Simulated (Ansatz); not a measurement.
Ansatz (an electronic-structure program) input (r2SCAN/def2-TZVPD):

Ansatz 0.2 input:
```yaml
crystal:
  periodic: [false, false, false]
  atoms:
    - {symbol: C, position_ang: [1.59313510, -0.63906756, -0.11543434]}
    - {symbol: C, position_ang: [1.43638359, 0.92210247, 0.21526977]}
    - {symbol: C, position_ang: [-0.06425195, 0.63991867, 0.13555457]}
    - {symbol: C, position_ang: [0.06425195, -0.63991867, -0.13555457]}
    - {symbol: C, position_ang: [-1.43638359, -0.92210247, -0.21526977]}
    - {symbol: C, position_ang: [-1.59313510, 0.63906756, 0.11543434]}
    - {symbol: H, position_ang: [2.09495382, -0.84999760, -1.06186465]}
    - {symbol: H, position_ang: [2.07230299, -1.22018753, 0.67497161]}
    - {symbol: H, position_ang: [1.85029781, 1.58665927, -0.54570535]}
    - {symbol: H, position_ang: [1.82764698, 1.21646933, 1.19113091]}
    - {symbol: H, position_ang: [-1.82764698, -1.21646933, -1.19113091]}
    - {symbol: H, position_ang: [-1.85029781, -1.58665927, 0.54570535]}
    - {symbol: H, position_ang: [-2.07230299, 1.22018753, -0.67497161]}
    - {symbol: H, position_ang: [-2.09495382, 0.84999760, 1.06186465]}
basis:
  gaussian:
    orbitals: def2-TZVPD
hamiltonian:
  xc: {name: r2SCAN}
output: {forces: true}
```

Output:

```
Functional definition: r2SCAN
integrals: 0.24 GiB planned
1452 factors; their error is unknown
0.47 GiB of the device are held for the grids
1.66 GiB of device memory are held for the factors and their scratch space
mean field: 1.88 GiB planned
mean field evaluation 1: about -6332.6770 eV, gradient 7.6e1 eV
mean field evaluation 2: about -6307.3209 eV, gradient 1.2e2 eV
mean field evaluation 4: about -6346.8758 eV, gradient 9.9e0 eV
mean field evaluation 8: about -6347.1192 eV, gradient 3.0e-2 eV
mean field evaluation 16: about -6347.0379 eV, gradient 1.7e-4 eV
mean field -6347.03788711 eV, -233.2493401744 hartree, gradient 4.2e-5 eV, S^2 0.000000; 0 other end points of the search recorded, 0 dependent functions left out
the calculation of the forces begins
reference -6347.03790230 eV, -233.2493407326 hartree; 22, 22 occupied and 272, 272 virtual orbitals, 1452 factors
Total energy: -6347.03790230 eV, -233.2493407326 hartree
Atom 0 at     1.593135    -0.639068    -0.115434 Å, force    -0.138726     0.113333     0.022347 eV/Å
Atom 1 at     1.436384     0.922102     0.215270 Å, force    -0.113600    -0.136906    -0.030662 eV/Å
Atom 2 at    -0.064252     0.639919     0.135555 Å, force    -0.016617     0.165496     0.035057 eV/Å
Atom 3 at     0.064252    -0.639919    -0.135555 Å, force     0.016617    -0.165496    -0.035057 eV/Å
Atom 4 at    -1.436384    -0.922102    -0.215270 Å, force     0.113600     0.136906     0.030662 eV/Å
Atom 5 at    -1.593135     0.639068     0.115434 Å, force     0.138726    -0.113333    -0.022347 eV/Å
Atom 6 at     2.094954    -0.849998    -1.061865 Å, force     0.037698    -0.006491    -0.061024 eV/Å
Atom 7 at     2.072303    -1.220188     0.674972 Å, force     0.036198    -0.031006     0.053995 eV/Å
Atom 8 at     1.850298     1.586659    -0.545705 Å, force     0.033281     0.037497    -0.051706 eV/Å
Atom 9 at     1.827647     1.216469     1.191131 Å, force     0.031781     0.012982     0.063313 eV/Å
Atom 10 at    -1.827647    -1.216469    -1.191131 Å, force    -0.031781    -0.012982    -0.063313 eV/Å
Atom 11 at    -1.850298    -1.586659     0.545705 Å, force    -0.033281    -0.037497     0.051706 eV/Å
Atom 12 at    -2.072303     1.220188    -0.674972 Å, force    -0.036198     0.031006    -0.053995 eV/Å
Atom 13 at    -2.094954     0.849998     1.061865 Å, force    -0.037698     0.006491     0.061024 eV/Å
Dipole moment:     0.000000    -0.000000     0.000000 e Å
```
